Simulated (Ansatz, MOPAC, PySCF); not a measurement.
Energy landscape of CH3 (cation, charge +1), singlet: umbrella (inversion) coordinate, bond length relaxed. Scanned: angle between the C-H bonds and the threefold axis (90 = planar). Other coordinates (C-H bond length) were minimised at B3LYP/def2-TZVP.

- CAM-B3LYP/def2-TZVP (PySCF)
- RKS-BP86/6-31G* = restricted BP86/6-31G*, spherical d (PySCF)
- PM7, restricted, heats of formation (MOPAC)
- CCSD(T)/aug-cc-pVQZ = CCSD(T) on RHF/aug-cc-pVQZ, frozen core (Ansatz, an electronic-structure program)

Energies relative to the lowest point of each profile, in eV:

| a / ° | CAM-B3LYP | RKS-BP86/6-31G* | PM7 |
|---|---|---|---|
| 90 | 0.000 | 0.000 | 0.000 |
| 93.90 | 0.050 | 0.048 | 0.042 |
| 99.90 | 0.321 | 0.311 | 0.268 |
| 105.90 | 0.831 | 0.806 | 0.689 |
| 108.90 | 1.176 | 1.142 | 0.973 |
| 111.90 | 1.583 | 1.538 | 1.304 |
| 114.90 | 2.052 | 1.997 | 1.683 |
| 120.90 | 3.185 | 3.111 | 2.579 |
| 123.90 | 3.854 | 3.773 | 3.095 |
| 126.90 | 4.595 | 4.513 | 3.653 |
| 129.90 | 5.415 | 5.335 | 4.254 |
| 132 | 6.038 | 5.963 | 4.698 |

What does CCSD(T)/aug-cc-pVQZ give at the same points?

90: 0.000; 93.90: 0.049; 99.90: 0.319; 105.90: 0.825; 108.90: 1.167; 111.90: 1.570; 114.90: 2.034; 120.90: 3.151; 123.90: 3.808; 126.90: 4.533; 129.90: 5.330; 132: 5.931 (eV).
